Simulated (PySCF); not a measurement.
C6H13OP.
SMILES with atom numbers: `[CH3:1][CH2:2][C@@H:3]1[C@H:4]([CH3:5])[P@@:6]1([CH3:7])=[O:8]`

Cartesian coordinates in Å at the GFN2-xTB level; atoms count from 1:
```
atom  x, y, z in Å
C1     2.2661    1.1593   -0.1995
C2     1.4419   -0.1165   -0.3338
C3     0.5063   -0.2731    0.8379
C4    -0.7475   -1.2185    0.7451
C5    -1.0002   -2.0018   -0.5174
P6    -1.1042    0.5430    1.0187
C7    -1.6916    1.4400   -0.4614
O8    -1.5857    1.0460    2.3137
H9     1.6074    2.0247   -0.1479
H10    2.8631    1.1335    0.7091
H11    2.9350    1.2781   -1.0487
H12    0.8830   -0.0856   -1.2694
H13    2.1109   -0.9814   -0.3762
H14    1.0369   -0.3742    1.7827
H15   -0.8694   -1.8233    1.6412
H16   -1.0230   -1.3624   -1.3951
H17   -0.2193   -2.7497   -0.6572
H18   -1.9564   -2.5178   -0.4524
H19   -1.2347    1.0766   -1.3738
H20   -2.7736    1.3286   -0.5060
H21   -1.4540    2.4914   -0.3099
```

Probes without a nucleus sit at each ring's centroid and 1 Å off its mean plane on both sides; NICS is minus the shielding there, NICSzz its component along the normal. Level: GIAO PBE0/pcSseg-1 (PySCF, non-relativistic, gas phase) on the GFN2-xTB geometry, one conformer.

Ring bond lengths (Å), with Mayer bond orders in brackets: C3–C4 1.573 (0.86), C4–P6 1.818 (0.84), P6–C3 1.815 (0.85).

Q: What do the NICS probes read (ppm)?

A: 
```
    ring                                             type  NICS(0)  NICS(1), two faces  NICS(1)zz, two faces  rms pucker (Å)  centre to ring atoms, mean (Å)
C3–C4–P6  3-membered ring with P; formal bonds all single    -22.7         -7.5 / -4.3          -10.7 / -8.6            0.00                            1.00
```

Q: What do they say, and how far can they be read as aromaticity?

A: 
- C3–C4–P6: mean NICS(1)zz -9.7 ppm, shielded. C3, C4, P6 have four or more neighbours; no verdict on aromaticity is drawn. NICS(0) lies 17 ppm below the mean NICS(1).

Q: At the first NICS(1) probe listed for ring C3–C4–P6, 1 Å off the ring, what do the in-plane components average?

A: The isotropic value is a third of the trace: (3 × -7.5 − (-10.7))/2 = -5.9 ppm.

Q: How shielded are the nuclei of the rings and their hydrogens (means over atoms taken as equivalent)?

A: 
```
atoms                     environment  σ isotropic (ppm)  principal values of the symmetric part, first atom (ppm)
   C3  sp3 carbon bound to phosphorus              151.2                                       128.5, 139.9, 185.2
   C4  sp3 carbon bound to phosphorus              160.4                                       140.5, 149.9, 190.7
   P6           phosphoryl phosphorus              381.4                                       234.4, 234.9, 674.9
  H14                methine hydrogen              29.70                                          24.3, 29.4, 35.4
  H15                methine hydrogen              29.62                                          23.6, 28.7, 36.6
```

Hardware: one thread of an Arm Neoverse V1, on a shared host. Cost: 55 s of wall time. This is the whole shielding run at PBE0/pcSseg-1, SCF included.
